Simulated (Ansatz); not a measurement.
Ideal-gas functions of GeH$_{4}$Se (`[GeH3][SeH]`) at 500 K and 1 bar, from an Ansatz frequency run at PBE0-D4/def2-TZVP.

Molar mass 155.6 g/mol, point group Cs (symmetry number 1), electronic degeneracy 1, moments of inertia 8.53, 223.586, 225.739 u Å². Harmonic wavenumbers (cm⁻¹, unscaled): 144, 292, 476, 544, 708, 821, 868, 883, 2157, 2161, 2180, 2444.

Use S(trans) = R[1.5 ln M + 2.5 ln T − 1.1517]; rotational temperatures θ = 24.2544 K / I; S(rot) = R[ln(√π/σ · √(T³/θAθBθC)) + 1.5]; for each mode x = 1.438777 ν̃/T, S = R[x/(eˣ − 1) − ln(1 − e⁻ˣ)] and H = RT x/(eˣ − 1); 1 cm⁻¹ = 0.0119627 kJ/mol; R = 8.31446 J/(mol·K).

Task: By hand: the entropy, in J/(mol·K).

Result: Translation 182.6. Rotation: θ = 2.8434, 0.1085, 0.1074 K, giving 108.9. Vibration, mode by mode: 15.70, 10.00, 6.32, 5.39, 3.70, 2.86, 2.58, 2.49, 0.12, 0.12, 0.11, 0.06, in all 49.5. Electronic 0.0. Sum 341.0 J/(mol·K).

Task: By hand: H − E and G − E in kJ/mol, counted from the electronic energy.

Result: Zero-point energy ½ × 13678 × 0.0119627 = 81.8; thermal vibration 14.0; translation, rotation and pV give 4 RT = 16.6. H − E = 112.4 kJ/mol, and G − E = 112.4 − 500 × 341.0/1000 = -58.1 kJ/mol.

Vibration gives 15 % of the entropy, 15.7 J/(mol·K) of it from the mode under 150 cm⁻¹: soft modes count most, and the harmonic formula is weakest for them.
